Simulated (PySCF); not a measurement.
C3H7ClSi, SMILES C[SiH2]/C=C/Cl. Atoms are numbered in the order given.

```xyz
12

C     -2.8587     0.4059    -0.7716
Si    -1.4071    -0.7870    -0.7792
C     -0.0716    -0.2221     0.4087
C      1.1571     0.0812    -0.0127
Cl     2.4290     0.6227     1.0336
H     -3.3030     0.4732     0.2345
H     -3.6450     0.0750    -1.4686
H     -2.5341     1.4151    -1.0702
H     -0.7913    -0.8647    -2.1386
H     -1.8765    -2.1512    -0.3895
H     -0.2816    -0.1206     1.4810
H      1.4761     0.0151    -1.0579
```

Geometry: ωB97X-D3(BJ)/def2-SVP. The structure was generated by enumeration; whether it is a known compound was not checked. Other conformers were not sampled.

Calculation: B3LYP/pcSseg-1 (PySCF).

GIAO shieldings, no solvent; atoms listed in one row are averaged. δ = σ(ref) − σ: ¹³C against TMS (σ = 181.3 ppm); ²⁹Si against TMS (σ = 338.7 ppm); ³⁵Cl against HCl (σ = 933.3 ppm); ¹H against TMS (σ = 31.68 ppm), references at their B3LYP-D3(BJ)/def2-TZVP geometries, non-relativistic (without spin–orbit terms, shifts of atoms bonded to Cl or Br come out too high).

Computed chemical shifts:
| nucleus | atoms | count | δ (ppm) |
|---|---|---|---|
| ¹³C | C4 | 1 | 150.6 |
| ¹³C | C3 | 1 | 137.7 |
| ¹³C | C1 | 1 | -2.7 |
| ²⁹Si | Si2 | 1 | -40.5 |
| ³⁵Cl | Cl5 | 1 | 290.4 |
| ¹H | H12 | 1 | 6.75 |
| ¹H | H11 | 1 | 6.42 |
| ¹H | H10 | 1 | 4.62 |
| ¹H | H9 | 1 | 4.37 |
| ¹H | H6, H7, H8 | 3 | 0.59 |
